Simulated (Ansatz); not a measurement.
System: BaF, net charge 0, doublet state. 
Structure (B3LYP-D3(BJ)/def2-TZVP (Ansatz, a quantum-chemistry and plane-wave program) minimum search):
SMILES: [F][Ba]
```xyz
2

Ba     0.0000     0.0000    -0.3002
F      0.0000     0.0000     1.8681
```
Charge 0, spin multiplicity 2.

Basis-set convergence of Hartree-Fock and CCSD correlation energies (hartree) with Ansatz. Cores are frozen in the correlated levels unless marked. Open shells are spin-unrestricted. No spin-orbit coupling. The frozen core is the preceding noble-gas configuration, with the filled d and f shells of earlier blocks. The outer core of K, Ca and their heavier congeners is not correlated, a term that matters for these elements. Past Kr the def2 sets carry scalar-relativistic core potentials.

| basis | functions | E(HF) | E(corr, CCSD) |
|---|---|---|---|
| def2-SVP | 44 | -124.51295 | -0.20713 |
| def2-TZVPP | 71 | -124.66700 | -0.27345 |
| def2-QZVPP | 117 | -124.67568 | -0.29908 |

Extrapolating the two largest sets (X = 3 and 4) as X^-3: E(corr) = (64·(-0.29908) - 27·(-0.27345))/37 = -0.3178 Eh, an estimate of the basis-set limit. The largest set recovers 94.1 % of it, the smallest 65.2 %.
